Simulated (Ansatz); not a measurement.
Input file for Ansatz (a program for electronic structure): R-B3LYP-D3(BJ)/def2-TZVP on SiH4 (SMILES [SiH4]).

Ansatz 0.2 input:
```yaml
crystal:
  periodic: [false, false, false]
  atoms:
    - {symbol: Si, position_ang: [0.00000000, 0.00000000, 0.00000000]}
    - {symbol: H, position_ang: [0.85610000, 0.85610000, 0.85610000]}
    - {symbol: H, position_ang: [-0.85610000, -0.85610000, 0.85610000]}
    - {symbol: H, position_ang: [-0.85610000, 0.85610000, -0.85610000]}
    - {symbol: H, position_ang: [0.85610000, -0.85610000, -0.85610000]}
basis:
  gaussian:
    orbitals: def2-TZVP
hamiltonian:
  xc: b3lyp
  dispersion: d3bj
relax: {f_tol: 0.004, max_steps: 120}
scf: {lower_state_search: off}
```

It printed:

```
WARN ansatz: RAYON_NUM_THREADS=4 ignored (pool sized by the plan → 4); use --threads N
Functional definition: B3LYP
these checks for a lower state are left out or cut short: stability, starts, cluster_reference, orbital_swaps, neighbouring_geometries, increment
integrals: 0.01 GiB planned
437 factors; their error is unknown
mean field: 0.14 GiB planned
mean field evaluation 1: about -7942.9968 eV, gradient 1.1e1 eV
mean field evaluation 2: about -7943.3414 eV, gradient 5.0e0 eV
mean field evaluation 4: about -7943.4230 eV, gradient 9.4e-2 eV
mean field evaluation 8: about -7943.4495 eV, gradient 4.9e-4 eV
mean field -7943.44948803 eV, -291.9163844216 hartree, gradient 9.7e-7 eV, S^2 0.000000; 0 other end points of the search recorded, 0 dependent functions left out
the calculation of the forces begins
reference -7943.44969962 eV, -291.9163921974 hartree; 9, 9 occupied and 52, 52 virtual orbitals, 437 factors
relax step   1: F+E_penalty+E_count = -7943.53565621 eV  Δ(F+E_penalty+E_count) = +0.000e0 eV  max|allowed force component| = 2.625e-2 eV/Å  Δτ_max = 0.0000 Å  (12 SCF iters, accepted)
these checks for a lower state are left out or cut short: stability, starts, cluster_reference, orbital_swaps, neighbouring_geometries, increment
integrals: 0.01 GiB planned
437 factors; their error is unknown
mean field: 0.14 GiB planned
mean field evaluation 16: about -7943.4497 eV, gradient 1.0e-1 eV
mean field -7943.44968294 eV, -291.9163915846 hartree, gradient 2.5e-6 eV, S^2 0.000000; 0 other end points of the search recorded, 0 dependent functions left out
the calculation of the forces begins
reference -7943.44989445 eV, -291.9163993574 hartree; 9, 9 occupied and 52, 52 virtual orbitals, 437 factors
relax step   2: F+E_penalty+E_count = -7943.53586616 eV  Δ(F+E_penalty+E_count) = -2.099e-4 eV  max|allowed force component| = 6.715e-3 eV/Å  Δτ_max = 0.0018 Å  (10 SCF iters, accepted)
these checks for a lower state are left out or cut short: stability, starts, cluster_reference, orbital_swaps, neighbouring_geometries, increment
integrals: 0.01 GiB planned
437 factors; their error is unknown
mean field: 0.14 GiB planned
mean field -7943.44969235 eV, -291.9163919304 hartree, gradient 1.9e-6 eV, S^2 0.000000; 0 other end points of the search recorded, 0 dependent functions left out
the calculation of the forces begins
reference -7943.44990383 eV, -291.9163997022 hartree; 9, 9 occupied and 52, 52 virtual orbitals, 437 factors
relax step   3: F+E_penalty+E_count = -7943.53588077 eV  Δ(F+E_penalty+E_count) = -1.462e-5 eV  max|allowed force component| = 1.097e-5 eV/Å  Δτ_max = 0.0006 Å  (10 SCF iters, accepted)
Total energy: -7943.53609225 eV, -291.9195670682 hartree
Atom 0 at     0.000000    -0.000000    -0.000000 Å, force    -0.000000    -0.000000    -0.000000 eV/Å
Atom 1 at     0.854676     0.854676     0.854676 Å, force     0.000011     0.000011     0.000011 eV/Å
Atom 2 at    -0.854676    -0.854676     0.854676 Å, force    -0.000011    -0.000011     0.000011 eV/Å
Atom 3 at    -0.854676     0.854676    -0.854676 Å, force    -0.000011     0.000011    -0.000011 eV/Å
Atom 4 at     0.854676    -0.854676    -0.854676 Å, force     0.000011    -0.000011    -0.000011 eV/Å
Dipole moment:     0.000000    -0.000000    -0.000000 e Å
Checks for a lower state left out: stability, starts, cluster_reference, orbital_swaps, neighbouring_geometries, increment
```

The run converged.

Cost: around 1.6 core-seconds (rough).
